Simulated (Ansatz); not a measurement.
System: C3H4Cl, net charge -1, singlet state. It need not be the lowest isomer of its formula. Whether it binds its extra electron was not tested at this geometry. 
Geometry from a B3LYP-D3(BJ)/def2-TZVP (Ansatz, a program for electronic structure) optimisation:
```
C
C 1 1.3410
H 1 1.0924 2 124.71
C 1 1.5089 3 116.10 2 -180.00
H 4 1.0932 1 109.60 3 180.00
H 4 1.0999 5 107.90 1 -122.68
H 4 1.0999 5 107.90 6 -114.64
Cl 2 1.9539 1 107.60 3 0.00
```
Charge -1, spin multiplicity 1.

Basis-set convergence of Hartree-Fock and CCSD correlation energies (hartree) with Ansatz. Valence correlation only, unless marked. Spin-orbit coupling is left out. Non-relativistic.

```
basis            functions       E(HF)  E(corr, CCSD)
---------------  ---------  ----------  -------------
aug-cc-pV(D+d)Z        137  -575.38681       -0.62962
aug-cc-pV(T+d)Z        285  (withheld)     (withheld)
```

Task: What belongs in the gaps?

Result: 
- aug-cc-pV(T+d)Z, E(HF): -575.42513
- aug-cc-pV(T+d)Z, E(corr, CCSD): -0.74816
